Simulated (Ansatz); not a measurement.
GeH4 (SMILES [GeH4]) moved off its minimum; all values from Ansatz (an electronic-structure program), cores frozen in correlated methods.
(charge 0, multiplicity 1)
```xyz
5

Ge    -0.0365    -0.0346    -0.1203
H     -0.8502    -0.9778    -1.0363
H      0.6395    -0.9300     1.2676
H     -1.1293     0.8481     0.9274
H      1.2829     0.7482    -0.6634
```

```tsv
level	largest force (eV/Å)	on atom	rms difference from CCSD(T)/aug-cc-pVTZ (eV/Å)	dipole (D)
HF/def2-TZVPP	4.28	Ge1	0.198	1.25
PBE/def2-TZVPP	3.61	Ge1	0.073	0.93
r2SCAN/def2-TZVPP	3.75	Ge1	0.076	0.97
B3LYP/def2-TZVPP	3.77	Ge1	0.037	1.02
wB97M-V/def2-TZVPP	3.86	Ge1	0.120	1.06
MP2/aug-cc-pVTZ	4.00	Ge1	0.104	1.10
CCSD(T)/aug-cc-pVTZ	3.80	Ge1	0.000	1.04
```

The differences count from one level among others, with limits of its own. Forces at CCSD(T)/aug-cc-pVTZ (eV/Å):

```json
[
 {"atom": "Ge1", "Fx": "0.514", "Fy": "0.106", "Fz": "3.764"},
 {"atom": "H2", "Fx": "0.265", "Fy": "0.224", "Fz": "-0.109"},
 {"atom": "H3", "Fx": "-0.767", "Fy": "0.825", "Fz": "-2.011"},
 {"atom": "H4", "Fx": "1.310", "Fy": "-0.707", "Fz": "-1.751"},
 {"atom": "H5", "Fx": "-1.322", "Fy": "-0.447", "Fz": "0.106"}
]
```
